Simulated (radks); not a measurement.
Neutral rubidium, 37 electrons, occupied as [Kr] 5s1. All-electron calculation, Dirac Kohn-Sham, PBEsol, spin-unpolarised, spherical densities, point nucleus. Program: a radial shooting solver on a logarithmic mesh with Libxc functionals.

Unscreened Slater integrals over Kohn-Sham orbitals (eV). Large and small components are both included.

integral           value
F0(5s1/2,5s1/2)   4.6828
F0(5s1/2,4p3/2)   6.0082
G1(5s1/2,4p3/2)  0.36992
F0(5s1/2,4p1/2)   6.0184
G1(5s1/2,4p1/2)  0.34650
F0(5s1/2,4s1/2)   6.0815
G0(5s1/2,4s1/2)  0.19436
F0(4p3/2,4p3/2)   14.150
F2(4p3/2,4p3/2)   7.3495
F0(4p3/2,4p1/2)   14.308
G2(4p3/2,4p1/2)   7.4251
F0(4p3/2,4s1/2)   15.315
G1(4p3/2,4s1/2)   10.109
F0(4p1/2,4p1/2)   14.473
F0(4p1/2,4s1/2)   15.521
G1(4p1/2,4s1/2)   10.362
F0(4s1/2,4s1/2)   16.848
